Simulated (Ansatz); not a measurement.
Relaxation of Al₈Sb₇I₃ (charge 0, singlet) with RKS PBE-D4/def2-SVP in Ansatz.

Positions (Å) and forces (eV/Å) at steps 17, 18, 19, 20, 21, 22, 23, 24, 25, 26, 27, 28, 29, 30, 31, 32, 33 of 37:

```xyz
18
step=17 energy=-122814.1881 eV
Sb   -1.652   -1.595    0.186   -0.046   -0.131   -0.013
Sb    2.189   -1.652   -2.785    0.029    0.036   -0.021
Sb   -1.144   -0.623    4.701   -0.158    0.146   -0.248
Sb    2.404   -1.638    1.690    0.031   -0.009    0.044
Sb   -1.074    2.058   -3.227   -0.059   -0.056    0.146
Sb    2.259    2.465    0.308    0.102    0.033   -0.041
Sb    0.103    1.644    3.332   -0.084   -0.057   -0.092
Al   -1.706    0.683   -1.040   -0.067    0.040    0.399
Al   -2.200    0.565    2.318    0.473   -0.069   -0.446
Al    0.179   -0.242   -3.718   -0.084   -0.034    0.035
Al    0.890   -2.225   -0.415   -0.014   -0.047   -0.006
Al    0.559    0.286    1.094   -0.050    0.112    0.128
Al    2.165    0.456   -1.299   -0.080   -0.013    0.148
Al    0.119   -2.181    3.015   -0.034   -0.001   -0.115
Al    0.114    3.019   -1.046   -0.001    0.000    0.062
I    -0.944   -1.254   -5.732   -0.012   -0.007    0.025
I    -0.881   -4.506    2.622    0.043    0.004    0.002
I    -1.410    4.725    0.010    0.012    0.051   -0.007
18
step=18 energy=-122814.4705 eV
Sb   -1.653   -1.664    0.177   -0.005   -0.165   -0.064
Sb    2.186   -1.644   -2.778    0.023    0.021   -0.001
Sb   -1.221   -0.591    4.614   -0.155    0.161   -0.262
Sb    2.428   -1.664    1.684    0.014   -0.006    0.057
Sb   -1.109    2.025   -3.149   -0.077   -0.060    0.179
Sb    2.302    2.493    0.298    0.100    0.005   -0.037
Sb    0.094    1.663    3.316   -0.078   -0.030   -0.077
Al   -1.729    0.698   -0.911   -0.075    0.009    0.539
Al   -2.110    0.577    2.146    0.375   -0.041   -0.503
Al    0.151   -0.255   -3.692   -0.100   -0.037    0.052
Al    0.894   -2.215   -0.410   -0.013   -0.029   -0.029
Al    0.619    0.293    1.111    0.009    0.138    0.095
Al    2.121    0.439   -1.250   -0.015    0.042    0.075
Al    0.108   -2.165    2.974   -0.079   -0.036   -0.168
Al    0.120    3.021   -1.012   -0.001   -0.011    0.059
I    -0.954   -1.261   -5.718   -0.012   -0.003    0.025
I    -0.864   -4.509    2.602    0.053   -0.022    0.059
I    -1.413    4.744    0.010    0.035    0.065    0.000
18
step=19 energy=-122814.7850 eV
Sb   -1.648   -1.753    0.157    0.006   -0.139   -0.044
Sb    2.185   -1.632   -2.773    0.027    0.019   -0.008
Sb   -1.313   -0.552    4.506   -0.118    0.157   -0.280
Sb    2.446   -1.692    1.687   -0.039   -0.008    0.068
Sb   -1.158    1.986   -3.048   -0.083   -0.065    0.176
Sb    2.360    2.521    0.281    0.078   -0.030   -0.048
Sb    0.072    1.693    3.296   -0.067   -0.029   -0.049
Al   -1.751    0.698   -0.771   -0.017   -0.030    0.406
Al   -2.019    0.588    1.974    0.191   -0.034   -0.329
Al    0.110   -0.273   -3.652   -0.103   -0.047    0.064
Al    0.904   -2.193   -0.412    0.008    0.012   -0.038
Al    0.698    0.313    1.131    0.090    0.172    0.109
Al    2.093    0.440   -1.223    0.055    0.104   -0.040
Al    0.077   -2.153    2.912   -0.147   -0.067   -0.228
Al    0.129    3.019   -0.969   -0.005   -0.022    0.064
I    -0.969   -1.269   -5.698   -0.013    0.005    0.037
I    -0.844   -4.529    2.601    0.072   -0.057    0.129
I    -1.402    4.771    0.014    0.065    0.059    0.010
18
step=20 energy=-122815.0123 eV
Sb   -1.637   -1.865    0.137    0.001   -0.123   -0.020
Sb    2.201   -1.608   -2.788   -0.013    0.059   -0.021
Sb   -1.409   -0.499    4.345   -0.143    0.009   -0.154
Sb    2.420   -1.705    1.727   -0.143   -0.026   -0.026
Sb   -1.231    1.928   -2.913   -0.072   -0.111    0.151
Sb    2.439    2.547    0.250    0.091    0.045   -0.069
Sb    0.027    1.733    3.272   -0.026    0.042   -0.001
Al   -1.754    0.678   -0.594    0.145    0.005   -0.939
Al   -1.949    0.593    1.808   -0.082   -0.028    0.903
Al    0.046   -0.307   -3.588   -0.047   -0.023    0.071
Al    0.926   -2.140   -0.433    0.079    0.134    0.079
Al    0.808    0.396    1.152    0.237    0.070    0.086
Al    2.128    0.495   -1.271    0.006    0.038   -0.101
Al   -0.035   -2.174    2.773   -0.188   -0.148   -0.252
Al    0.141    2.999   -0.914   -0.023   -0.018    0.071
I    -0.990   -1.274   -5.669   -0.028    0.000    0.055
I    -0.813   -4.628    2.692    0.105    0.057    0.153
I    -1.347    4.814    0.028    0.101    0.017    0.015
18
step=21 energy=-122815.2196 eV
Sb   -1.654   -1.944    0.083    0.052   -0.093   -0.086
Sb    2.203   -1.573   -2.801   -0.007    0.040    0.011
Sb   -1.484   -0.523    4.280    0.039    0.011   -0.077
Sb    2.372   -1.736    1.773   -0.081    0.030    0.046
Sb   -1.268    1.916   -2.874    0.018    0.071   -0.148
Sb    2.521    2.609    0.179   -0.012   -0.031   -0.047
Sb   -0.003    1.756    3.290   -0.023   -0.098   -0.024
Al   -1.709    0.603   -0.660    0.038   -0.180    0.042
Al   -1.928    0.572    1.811   -0.195    0.039   -0.001
Al   -0.011   -0.332   -3.517    0.015    0.012   -0.010
Al    0.947   -2.041   -0.423   -0.104    0.059    0.000
Al    0.926    0.476    1.186    0.291    0.107    0.165
Al    2.146    0.551   -1.319   -0.035    0.048   -0.083
Al   -0.164   -2.184    2.628   -0.075   -0.177   -0.031
Al    0.144    2.963   -0.873   -0.013    0.025    0.119
I    -1.029   -1.287   -5.611   -0.062   -0.022    0.064
I    -0.768   -4.685    2.807    0.066    0.180    0.060
I    -1.270    4.843    0.053    0.091   -0.021    0.000
18
step=22 energy=-122815.3561 eV
Sb   -1.670   -2.036    0.039   -0.056   -0.006   -0.083
Sb    2.202   -1.552   -2.799   -0.012    0.029    0.032
Sb   -1.519   -0.531    4.220   -0.043   -0.104   -0.009
Sb    2.343   -1.761    1.805    0.002    0.002    0.001
Sb   -1.258    1.931   -2.874    0.044    0.017    0.076
Sb    2.569    2.638    0.129    0.073    0.015   -0.021
Sb   -0.051    1.742    3.293   -0.015    0.100   -0.064
Al   -1.665    0.518   -0.689    0.123   -0.134   -0.099
Al   -1.968    0.570    1.767   -0.059    0.002   -0.034
Al   -0.018   -0.325   -3.510    0.001   -0.031   -0.030
Al    0.930   -1.966   -0.413   -0.084    0.074    0.036
Al    1.094    0.551    1.262    0.140    0.045    0.127
Al    2.113    0.602   -1.373   -0.057    0.046   -0.100
Al   -0.217   -2.197    2.567   -0.021   -0.137   -0.015
Al    0.135    2.936   -0.815   -0.058   -0.005    0.073
I    -1.092   -1.312   -5.559   -0.054   -0.015    0.063
I    -0.745   -4.691    2.882    0.032    0.124    0.037
I    -1.214    4.867    0.083    0.045   -0.020    0.011
18
step=23 energy=-122815.5068 eV
Sb   -1.747   -2.130   -0.001   -0.060    0.019    0.019
Sb    2.185   -1.539   -2.757   -0.078   -0.052    0.015
Sb   -1.540   -0.555    4.147   -0.007    0.036   -0.083
Sb    2.348   -1.779    1.801   -0.125    0.055   -0.014
Sb   -1.192    1.954   -2.847    0.016   -0.037    0.037
Sb    2.638    2.659    0.092   -0.005    0.033   -0.016
Sb   -0.130    1.796    3.263   -0.106   -0.086   -0.109
Al   -1.535    0.398   -0.751    0.148    0.000   -0.030
Al   -1.979    0.544    1.695   -0.075   -0.026   -0.084
Al   -0.030   -0.339   -3.514    0.072   -0.056   -0.048
Al    0.854   -1.864   -0.378    0.036    0.122    0.024
Al    1.249    0.622    1.358    0.167   -0.038    0.015
Al    2.035    0.675   -1.438   -0.195    0.074   -0.010
Al   -0.230   -2.216    2.501    0.158   -0.070    0.023
Al    0.130    2.911   -0.713    0.132   -0.031    0.144
I    -1.173   -1.348   -5.513   -0.055    0.017    0.076
I    -0.728   -4.685    2.940   -0.011    0.050    0.016
I    -1.185    4.881    0.129   -0.014   -0.007    0.024
18
step=24 energy=-122815.7262 eV
Sb   -1.793   -2.164    0.028   -0.202    0.133    0.109
Sb    2.157   -1.542   -2.709   -0.038   -0.126    0.040
Sb   -1.592   -0.581    4.050    0.031    0.048   -0.200
Sb    2.367   -1.787    1.811   -0.044    0.076   -0.011
Sb   -1.103    1.978   -2.816    0.049   -0.016   -0.015
Sb    2.724    2.665    0.038   -0.104   -0.055   -0.018
Sb   -0.231    1.796    3.165   -0.167   -0.082   -0.213
Al   -1.359    0.323   -0.792    0.306    0.003    0.031
Al   -2.068    0.512    1.605    0.007   -0.111    0.061
Al   -0.022   -0.348   -3.534    0.006   -0.163   -0.073
Al    0.808   -1.743   -0.329    0.144    0.197    0.015
Al    1.410    0.666    1.402    0.037   -0.026   -0.085
Al    1.872    0.749   -1.510   -0.272    0.108    0.058
Al   -0.184   -2.256    2.497    0.122   -0.058    0.001
Al    0.156    2.894   -0.599    0.222    0.016    0.216
I    -1.267   -1.360   -5.468   -0.036    0.066    0.059
I    -0.726   -4.694    2.998   -0.011   -0.015    0.004
I    -1.177    4.876    0.178   -0.050    0.004    0.022
18
step=25 energy=-122815.9627 eV
Sb   -1.837   -2.137    0.069   -0.235    0.191    0.112
Sb    2.138   -1.555   -2.661   -0.008   -0.177    0.046
Sb   -1.602   -0.603    3.961   -0.019    0.083   -0.130
Sb    2.391   -1.771    1.825    0.001    0.073   -0.007
Sb   -1.001    1.984   -2.792    0.054    0.022   -0.039
Sb    2.770    2.646   -0.002   -0.127   -0.075    0.011
Sb   -0.316    1.803    3.056   -0.138   -0.065   -0.188
Al   -1.165    0.302   -0.784    0.248    0.007    0.109
Al   -2.140    0.473    1.546    0.047   -0.206    0.142
Al   -0.033   -0.398   -3.545   -0.023   -0.202   -0.031
Al    0.787   -1.655   -0.283    0.261    0.108   -0.050
Al    1.473    0.686    1.394   -0.032    0.048   -0.080
Al    1.722    0.789   -1.544   -0.176    0.123    0.001
Al   -0.142   -2.304    2.485    0.024   -0.084   -0.093
Al    0.180    2.915   -0.500    0.187    0.055    0.171
I    -1.341   -1.358   -5.457   -0.031    0.083    0.034
I    -0.721   -4.724    3.028    0.012    0.010   -0.010
I    -1.193    4.891    0.218   -0.046    0.005    0.002
18
step=26 energy=-122816.1310 eV
Sb   -1.886   -2.063    0.092   -0.098    0.095   -0.053
Sb    2.142   -1.597   -2.629   -0.041   -0.042    0.007
Sb   -1.591   -0.622    3.936   -0.029    0.032    0.063
Sb    2.403   -1.729    1.840   -0.025    0.043   -0.007
Sb   -0.907    1.972   -2.780    0.042    0.015    0.021
Sb    2.786    2.612   -0.016    0.017   -0.001   -0.034
Sb   -0.396    1.807    2.971   -0.082    0.047   -0.165
Al   -0.983    0.332   -0.721   -0.093    0.036    0.165
Al   -2.183    0.379    1.550   -0.017   -0.242    0.140
Al   -0.053   -0.490   -3.520   -0.046   -0.160    0.029
Al    0.810   -1.610   -0.273    0.258   -0.080   -0.017
Al    1.456    0.703    1.355   -0.030    0.013   -0.016
Al    1.625    0.817   -1.591    0.215    0.061   -0.084
Al   -0.135   -2.326    2.435   -0.082   -0.037   -0.071
Al    0.214    2.956   -0.432    0.040    0.135    0.047
I    -1.399   -1.331   -5.457   -0.033    0.061    0.021
I    -0.712   -4.736    3.024    0.017    0.028   -0.034
I    -1.220    4.910    0.231   -0.013   -0.004   -0.013
18
step=27 energy=-122816.3322 eV
Sb   -1.890   -2.046    0.008    0.028    0.065   -0.086
Sb    2.145   -1.620   -2.638    0.005    0.003   -0.043
Sb   -1.565   -0.617    4.001   -0.003    0.053   -0.026
Sb    2.381   -1.694    1.879   -0.017   -0.010    0.016
Sb   -0.846    1.947   -2.734   -0.022    0.058    0.031
Sb    2.831    2.610   -0.042    0.092    0.035    0.011
Sb   -0.490    1.818    2.840   -0.087    0.084   -0.281
Al   -0.885    0.379   -0.607   -0.080    0.096    0.191
Al   -2.257    0.205    1.602   -0.112   -0.421    0.270
Al   -0.105   -0.576   -3.456   -0.049   -0.043    0.084
Al    0.868   -1.604   -0.280    0.153   -0.057    0.054
Al    1.454    0.729    1.319    0.020   -0.049   -0.010
Al    1.651    0.836   -1.633    0.173   -0.014   -0.106
Al   -0.187   -2.308    2.382   -0.131    0.020   -0.025
Al    0.270    3.020   -0.412    0.019    0.099   -0.081
I    -1.460   -1.302   -5.434   -0.024    0.038    0.060
I    -0.712   -4.725    2.990    0.001    0.041   -0.044
I    -1.232    4.932    0.228    0.034    0.000   -0.015
18
step=28 energy=-122816.5725 eV
Sb   -1.869   -2.042   -0.066    0.034    0.009   -0.107
Sb    2.147   -1.624   -2.651   -0.021    0.026   -0.033
Sb   -1.534   -0.593    4.044    0.017    0.066   -0.011
Sb    2.368   -1.700    1.909   -0.044   -0.005    0.046
Sb   -0.844    1.941   -2.690   -0.026    0.024    0.075
Sb    2.869    2.611   -0.049    0.059    0.002   -0.027
Sb   -0.572    1.828    2.680   -0.116   -0.001   -0.375
Al   -0.836    0.422   -0.504   -0.068    0.159    0.277
Al   -2.327    0.031    1.653   -0.116   -0.423    0.215
Al   -0.140   -0.606   -3.396   -0.036   -0.004    0.091
Al    0.907   -1.592   -0.276    0.133   -0.035    0.012
Al    1.480    0.727    1.304    0.050   -0.003   -0.008
Al    1.669    0.845   -1.655    0.156    0.001   -0.044
Al   -0.233   -2.285    2.353   -0.085   -0.010   -0.030
Al    0.315    3.066   -0.429    0.066    0.062   -0.100
I    -1.491   -1.282   -5.396   -0.030    0.027    0.078
I    -0.717   -4.710    2.965   -0.018    0.056   -0.039
I    -1.220    4.948    0.219    0.044    0.051   -0.021
18
step=29 energy=-122816.8255 eV
Sb   -1.845   -2.041   -0.140    0.055    0.000   -0.078
Sb    2.143   -1.620   -2.662   -0.008    0.006   -0.026
Sb   -1.501   -0.571    4.073    0.057    0.063   -0.068
Sb    2.351   -1.701    1.939   -0.022   -0.004    0.072
Sb   -0.852    1.929   -2.632   -0.031    0.025    0.082
Sb    2.906    2.613   -0.066    0.062    0.011   -0.019
Sb   -0.657    1.812    2.502   -0.146   -0.007   -0.291
Al   -0.799    0.469   -0.388   -0.097    0.132    0.298
Al   -2.395   -0.144    1.698   -0.112   -0.363    0.078
Al   -0.171   -0.621   -3.341   -0.043    0.032    0.094
Al    0.941   -1.575   -0.273    0.115    0.000    0.005
Al    1.518    0.735    1.295    0.063   -0.020   -0.004
Al    1.685    0.851   -1.664    0.076   -0.019   -0.016
Al   -0.270   -2.272    2.326   -0.043   -0.053   -0.040
Al    0.360    3.111   -0.452    0.065    0.050   -0.125
I    -1.518   -1.269   -5.354   -0.037    0.018    0.091
I    -0.730   -4.697    2.948   -0.027    0.052   -0.025
I    -1.196    4.976    0.204    0.071    0.077   -0.027
18
step=30 energy=-122817.0219 eV
Sb   -1.800   -2.055   -0.200    0.059    0.001   -0.114
Sb    2.136   -1.620   -2.676   -0.045    0.025    0.006
Sb   -1.451   -0.552    4.053    0.066    0.099   -0.066
Sb    2.347   -1.702    1.983   -0.022    0.027    0.048
Sb   -0.883    1.930   -2.571   -0.035   -0.035    0.103
Sb    2.937    2.614   -0.075    0.015   -0.024   -0.030
Sb   -0.755    1.804    2.333   -0.131   -0.061    0.037
Al   -0.806    0.522   -0.260   -0.011   -0.082   -0.049
Al   -2.474   -0.318    1.718   -0.056   -0.214    0.005
Al   -0.199   -0.607   -3.280   -0.023   -0.019    0.104
Al    0.983   -1.549   -0.263    0.051    0.052    0.016
Al    1.549    0.737    1.303   -0.010    0.069    0.000
Al    1.694    0.845   -1.656    0.010    0.005    0.046
Al   -0.283   -2.291    2.294    0.003   -0.028   -0.082
Al    0.407    3.156   -0.512    0.112    0.073   -0.074
I    -1.545   -1.259   -5.292   -0.052    0.015    0.087
I    -0.752   -4.700    2.942   -0.027    0.015   -0.004
I    -1.136    5.027    0.174    0.095    0.083   -0.031
18
step=31 energy=-122817.1573 eV
Sb   -1.738   -2.098   -0.326    0.069   -0.010   -0.010
Sb    2.111   -1.611   -2.675    0.089    0.001    0.003
Sb   -1.407   -0.551    4.009    0.002   -0.144   -0.156
Sb    2.331   -1.624    2.051    0.042    0.009    0.038
Sb   -0.920    1.925   -2.503    0.032    0.121    0.017
Sb    2.993    2.597   -0.094   -0.004    0.002    0.006
Sb   -0.889    1.770    2.281   -0.071    0.050   -0.105
Al   -0.803    0.496   -0.243   -0.098    0.060    0.033
Al   -2.505   -0.507    1.685   -0.070    0.016    0.009
Al   -0.256   -0.628   -3.160   -0.110   -0.032    0.084
Al    1.043   -1.506   -0.237    0.093   -0.046    0.060
Al    1.523    0.808    1.316   -0.094    0.000    0.055
Al    1.687    0.853   -1.639    0.007   -0.062   -0.047
Al   -0.283   -2.319    2.222    0.085   -0.044    0.034
Al    0.492    3.211   -0.561   -0.032    0.061   -0.059
I    -1.623   -1.248   -5.168   -0.075   -0.013    0.071
I    -0.782   -4.702    2.927   -0.001    0.032   -0.026
I    -1.006    5.121    0.129    0.133   -0.002   -0.008
18
step=32 energy=-122817.2750 eV
Sb   -1.647   -2.132   -0.388    0.010   -0.053   -0.158
Sb    2.114   -1.602   -2.678   -0.113    0.026    0.029
Sb   -1.397   -0.611    3.896   -0.019    0.058    0.123
Sb    2.378   -1.568    2.106   -0.119    0.121    0.039
Sb   -0.909    1.982   -2.492    0.069   -0.116   -0.008
Sb    3.005    2.560   -0.073   -0.005   -0.033    0.070
Sb   -1.034    1.776    2.203   -0.018   -0.080    0.072
Al   -0.839    0.505   -0.255    0.056    0.036   -0.039
Al   -2.571   -0.592    1.622   -0.020    0.008   -0.156
Al   -0.346   -0.665   -3.011   -0.001   -0.101    0.165
Al    1.120   -1.486   -0.202    0.014   -0.005   -0.011
Al    1.440    0.837    1.361    0.055    0.062   -0.115
Al    1.696    0.836   -1.637   -0.030    0.083   -0.014
Al   -0.221   -2.344    2.178    0.114   -0.056   -0.070
Al    0.553    3.254   -0.621    0.003    0.033    0.030
I    -1.738   -1.264   -5.011   -0.077   -0.022    0.060
I    -0.776   -4.705    2.897    0.007    0.002   -0.037
I    -0.856    5.204    0.122    0.073    0.037    0.019
18
step=33 energy=-122817.3731 eV
Sb   -1.597   -2.147   -0.488    0.011   -0.034    0.066
Sb    2.090   -1.593   -2.674   -0.021   -0.016    0.014
Sb   -1.435   -0.667    3.851   -0.016   -0.014   -0.104
Sb    2.347   -1.466    2.171    0.018   -0.005    0.006
Sb   -0.840    1.970   -2.513   -0.001    0.044   -0.024
Sb    3.024    2.567   -0.065    0.031   -0.015   -0.012
Sb   -1.089    1.739    2.198   -0.063   -0.027    0.001
Al   -0.829    0.524   -0.268    0.037    0.042    0.072
Al   -2.592   -0.646    1.546    0.002    0.069   -0.092
Al   -0.427   -0.754   -2.858    0.028   -0.090    0.020
Al    1.166   -1.460   -0.185    0.076   -0.004    0.031
Al    1.423    0.901    1.332   -0.049   -0.042    0.016
Al    1.702    0.854   -1.656   -0.005    0.051   -0.061
Al   -0.193   -2.367    2.124   -0.001    0.041    0.045
Al    0.583    3.282   -0.634   -0.051    0.040    0.054
I    -1.845   -1.305   -4.861   -0.074   -0.023    0.038
I    -0.771   -4.718    2.842    0.025   -0.014   -0.069
I    -0.748    5.270    0.151    0.054   -0.004    0.000
```

In the def2 sets I, Sb take a core potential; there is no spin–orbit coupling. Single mean-field runs in def2-SVP are fitted with def2-universal-jkfit.
